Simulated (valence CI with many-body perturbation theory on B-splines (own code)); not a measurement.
Questions on Pb⁶⁸⁺

Method: relativistic CI+MBPT: four valence electrons over a frozen Dirac-Fock core [Ne], radial functions for each j: 11 s, 11 p, 9 d, 7 f, 5 g, 2 h, 1 i, with the one-electron correlation potential Σ1 (screened to all orders), the two-electron term Σ2, the three-electron term Σ3, Breit, model QED; selected single and double excitations, second order for the rest (own B-spline code, finite nucleus).

The last digits are not significant, and no measured levels were compared; by estimate large intervals hold to a few tenths of a per cent, small ones and those within an open d or f shell to about a per cent.

Levels are named by their leading jj configuration (3d3/2^4 stands for four electrons in 3d with j = 3/2), which in mixed levels can hold well under half, so a name can repeat and another be missing.

Rates and lifetimes use the calculated energies. Strong lines usually hold to 10 to 20 %, long lifetimes can be off by a factor of two.

**Question.** What is the ground level?

**Answer.** (3s^2 3p1/2^2) J=0, composition 68 % 3s2 3p2 3P + 32 % 3s2 3p2 1S.

**Question.** Where does the other parity begin?

**Answer.** At (3s 3p1/2^2 3p3/2) J=2, 777.2 eV.

**Question.** Name the longest-lived excited levels whose lifetime is computed, and their main decay.

**Answer.** (3s^2 3p1/2 3p3/2) J=2 at 587.2 eV lives 30.4 ns, mostly by E2 to (3s^2 3p1/2^2) J=0; (3s^2 3p1/2 3p3/2) J=1 at 576.8 eV lives 845 ps, mostly by M1 to (3s^2 3p1/2^2) J=0.

**Question.** How well does LS coupling describe the low levels?

**Answer.** Among the lowest 20 levels the leading LS term, summed over configurations, holds 58 % on average. For single configurations the figures are 55 % in LS and 93 % in jj coupling. Terms mix most in the J = 2 level at 1197.1 eV, where the leading one holds 26 %.

**Question.** What are the static dipole polarisabilities of the lowest levels?

**Answer.** (3s^2 3p1/2^2) J=0 0.00125 bohr³, of which the core gives 2.76e-05.

**Question.** What is the ionisation energy?

**Answer.** 8520.3 eV; NIST lists 8520 ± 50 eV (theoretical).
